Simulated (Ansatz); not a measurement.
CH5FOSSi, SMILES `OC(S)[SiH2]F`, relaxed with RKS PBE-D4/def2-SVP in Ansatz 0.2.0 from a rough embedded geometry. The force threshold is 0.03 eV/Å; the program also tests the step.

The species carries charge 0 and has multiplicity 1.

Start:

```xyz
10

O     0.702    1.456   -0.618
C    -0.278    0.581   -0.227
S    -0.797   -0.357   -1.703
Si    0.038   -0.602    1.217
F     1.172   -1.719    0.672
H     0.566    1.720   -1.546
H    -1.138    1.226    0.104
H     0.275   -1.048   -1.806
H     0.613    0.094    2.346
H    -1.153   -1.351    1.561
```

| step | energy (eV) | largest force (eV/Å) | largest move (Å) |
| --- | --- | --- | --- |
| 1 | -24570.8514 | 2.453 | 0.000 |
| 2 | -24571.2483 | 0.764 | 0.174 |
| 3 | -24571.2977 | 0.220 | 0.093 |
| 4 | -24571.3071 | 0.160 | 0.046 |
| 5 | -24571.3102 | 0.105 | 0.041 |
| 6 | -24571.3112 | 0.041 | 0.027 |
| 7 | -24571.3113 | 0.033 | 0.009 |
| 8 | -24571.3114 | 0.005 | 0.007 |

End:

```xyz
10

O     0.774    1.436   -0.500
C    -0.326    0.591   -0.286
S    -0.819   -0.436   -1.752
Si    0.074   -0.585    1.157
F     1.094   -1.741    0.581
H     0.599    1.952   -1.313
H    -1.276    1.139   -0.061
H     0.284   -1.240   -1.723
H     0.783    0.129    2.269
H    -1.187   -1.244    1.628
```

Hardware: 4 threads of an Arm Neoverse V1 on a shared host. Wall time 11 s, peak host memory 0.18 GiB.
